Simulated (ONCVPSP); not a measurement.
Configuration tests for Mo (Z = 42) (ONCV)

molybdenum, optimised norm-conserving Vanderbilt (ONCV), made with ONCVPSP 4.0.1 (LDA (Perdew-Zunger), scalar-relativistic). Core [Kr], reference 4d5 5s1. Waves: 5s: rc 3.00 bohr, ncon 3, nbas 7, qcut 1.8 1/bohr, 2 projectors, debl 2.8 Ha; p scattering state at 0.15 Ha: rc 2.30 bohr, ncon 3, nbas 7, qcut 3.8 1/bohr, local; 4d: rc 2.30 bohr, ncon 4, nbas 9, qcut 5.7 1/bohr, 2 projectors, debl 1.1 Ha. Local part: the p channel. Core correction: Teter function, fcfact 4.75, rcfact 1.65.

Energies are relative to the spin-unpolarised reference configuration 4d5 5s1; without spin polarisation the order of configurations can differ from experiment.

```
valence configuration  charge  ΔE all-electron (eV)  error AE − PS (meV)
              4d5 5s0      +1                 7.186                  -50
              4d4 5s0      +2                22.889                 -280
              4d3 5s0      +3                49.850                 -852
          4d5 5s0 5p1       0                 3.245                 +1.4
```

Levels in the configuration 4d4 5s0:

```csv
level,all-electron (eV),pseudo (eV)
4d,-21.058,-21.437
```

Note: no bound ghost flagged; GHOST(+) flagged for s at 80.2 eV.
